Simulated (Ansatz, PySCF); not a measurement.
1-bromocyclobutene (C4H5Br), SMILES C1CCC=1Br. Atoms are numbered in the order given.

```xyz
10

Br     0.0010    -1.3320     0.0000
C     -0.0618     0.5322     0.0000
C     -1.0633     1.4224     0.0000
C     -0.1028     2.5908     0.0000
C      1.0505     1.5420     0.0000
H     -2.1513     1.3431     0.0000
H     -0.1363     3.2313    -0.8965
H     -0.1363     3.2313     0.8965
H      1.6887     1.5425    -0.8974
H      1.6887     1.5425     0.8974
```
Charge 0, spin multiplicity 1.

Geometry: PBE0-D3(BJ)/def2-SVP.

Two levels are set side by side: PBE-D3(BJ)/def2-SVP (Ansatz, a first-principles code) and PBE0-D3(BJ)/def2-SVP (Ansatz). Each level has its own optimised geometry; the coordinates shown are those of the second. Frequencies come from the Hessian of PySCF at each geometry. Differences are taken from unrounded values.

```tsv
quantity	PBE0-D3(BJ)	PBE-D3(BJ)	PBE-D3(BJ) minus PBE0-D3(BJ)
mean bond length (Å)	1.328	1.338	0.010
bond Br1–C2 (Å)	1.865	1.882	0.017
bond C2–C3 (Å)	1.340	1.353	0.013
bond C2–C5 (Å)	1.502	1.511	0.008
bond C3–C4 (Å)	1.513	1.521	0.009
bond C4–C5 (Å)	1.559	1.570	0.011
bond C3–H6 (Å)	1.091	1.099	0.008
bond C4–H7 (Å)	1.102	1.111	0.009
bond C4–H8 (Å)	1.102	1.111	0.009
bond C5–H9 (Å)	1.101	1.110	0.008
bond C5–H10 (Å)	1.101	1.110	0.008
highest harmonic wavenumber (cm⁻¹)	3251	3159	-91
mean harmonic wavenumber (cm⁻¹)	1419	1369	-50
zero-point energy (kcal/mol)	48.68	46.96	-1.72
```

Exact exchange shortens and stiffens bonds; PBE has none. Differences between two approximate levels are no errors against the true value.
